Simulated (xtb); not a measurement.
F6W, triplet, geometry from GFN2-xTB (such geometries of metal compounds can be far from the true shape) (the multiplicity is a formal guess); GFN0-xTB (xtb 6.7.1).

xtb was given this input:
```
$ xtb mol.xyz --gfn 0 --uhf 2 --acc 0.1 --json

# file mol.xyz
7

W     -0.00000000     0.00000000    -0.00000000
F      1.07802634    -0.71487218    -1.53249694
F     -1.07802634     0.71487218     1.53249694
F     -1.14074725     0.76591483    -1.15973268
F     -0.80247594    -1.79471434    -0.39593272
F      0.80247594     1.79471434     0.39593272
F      1.14074725    -0.76591483     1.15973268
```

Task: Write the output that xtb gives for this input, abridged.

Result: 
```
   ID    Z sym.   atoms
    1   74 W      1
    2    9 F      2-7

           -------------------------------------------------
          |                Calculation Setup                |
           -------------------------------------------------

           -------------------------------------------------
          |                 G F N 0 - x T B                 |
           -------------------------------------------------

          ...................................................
          :                      SETUP                      :
          :.................................................:
          :  # basis functions                  34          :
          :  # atomic orbitals                  33          :
          :  # shells                           15          :
          :  # electrons                        48          :
          :  electronic temp.          300.0000000     K    :
          :  accuracy                    0.1000000          :
          :  -> integral cutoff          0.3500000E+02      :
          :  -> integral neglect         0.1000000E-08      :
          ...................................................

         :::::::::::::::::::::::::::::::::::::::::::::::::::::
         ::                     SUMMARY                     ::
         :::::::::::::::::::::::::::::::::::::::::::::::::::::
         :: total energy             -26.038507242043 Eh    ::
         :: gradient norm              0.025817708547 Eh/a0 ::
         :: HOMO-LUMO gap              0.716739826065 eV    ::
         ::.................................................::
         :: H0 energy                -25.522077334251 Eh    ::
         :: repulsion energy           0.030845109945 Eh    ::
         :: electrostat energy        -0.545570146822 Eh    ::
         :: -> Gsolv                   0.000000000000 Eh    ::
         ::    -> Gsasa                0.000000000000 Eh    ::
         ::    -> Gshift               0.000000000000 Eh    ::
         :: dispersion energy         -0.001704870914 Eh    ::
         :: short-range corr.          0.000000000000 Eh    ::
         :: add. restraining           0.000000000000 Eh    ::
         :: total charge              -0.000000000000 e     ::
         :::::::::::::::::::::::::::::::::::::::::::::::::::::

           -------------------------------------------------
          |                Property Printout                |
           -------------------------------------------------

    * Orbital Energies and Occupations

         #    Occupation            Energy/Eh            Energy/eV
      -------------------------------------------------------------
         1        2.0000           -0.8242313             -22.4285
       ...           ...                  ...                  ...
        13        1.9998           -0.4457308             -12.1290
        14        1.9989           -0.4442227             -12.0879
        15        1.9981           -0.4437335             -12.0746
        16        1.9912           -0.4422578             -12.0344
        17        1.9698           -0.4410611             -12.0019
        18        1.9335           -0.4402748             -11.9805
        19        1.9333           -0.4402707             -11.9804
        20        1.9289           -0.4402055             -11.9786
        21        1.9284           -0.4401982             -11.9784
        22        1.9200           -0.4400841             -11.9753
        23        1.7556           -0.4388364             -11.9413
        24        1.6426           -0.4383218             -11.9273
        25        1.0000           -0.2868573              -7.8058 (HOMO)
        26        0.0000           -0.2605176              -7.0890 (LUMO)
        27                         -0.2475178              -6.7353
        28                          0.0732045               1.9920
        29                          0.2529789               6.8839
        30                          0.5719291              15.5630
        31                          0.5815133              15.8238
        32                          0.9165759              24.9413
        33                          1.0423821              28.3647
      -------------------------------------------------------------
                  HL-Gap            0.0263397 Eh            0.7167 eV
             Fermi-level            0.0000000 Eh            0.0000 eV

     #   Z          covCN         q      C6AA      α(0)
     1  74 W        4.508     1.649   305.677    40.155
     2   9 F        0.747    -0.261    11.938     3.981
     3   9 F        0.747    -0.261    11.938     3.981
     4   9 F        0.760    -0.303    12.401     4.057
     5   9 F        0.747    -0.261    11.938     3.981
     6   9 F        0.747    -0.261    11.938     3.981
     7   9 F        0.760    -0.303    12.401     4.057

 Mol. C6AA /au·bohr⁶  :       1375.868820
 Mol. C8AA /au·bohr⁸  :      90019.117260
 Mol. α(0) /au        :         64.190054

Wiberg/Mayer (AO) data.
largest (>0.10) Wiberg bond orders for each atom

 ---------------------------------------------------------------------------
     #   Z sym  total        # sym  WBO       # sym  WBO       # sym  WBO
 ---------------------------------------------------------------------------
     1  74 W    4.542 --     4 F    0.981     7 F    0.981     2 F    0.645
                             3 F    0.645     6 F    0.645     5 F    0.645
     2   9 F    0.713 --     1 W    0.645
     3   9 F    0.713 --     1 W    0.645
     4   9 F    1.049 --     1 W    0.981
     5   9 F    0.713 --     1 W    0.645
     6   9 F    0.713 --     1 W    0.645
     7   9 F    1.049 --     1 W    0.981
 ---------------------------------------------------------------------------

Topologies differ in total number of bonds
Writing topology from bond orders to xtbtopo.mol

 dipole moment from electron density (au)
     X       Y       Z
   0.0000  -0.0000   0.0000  total (Debye):    0.000

           -------------------------------------------------
          | TOTAL ENERGY              -26.038507242043 Eh   |
          | GRADIENT NORM               0.025817708547 Eh/α |
          | HOMO-LUMO GAP               0.716739826065 eV   |
           -------------------------------------------------

normal termination of xtb
```
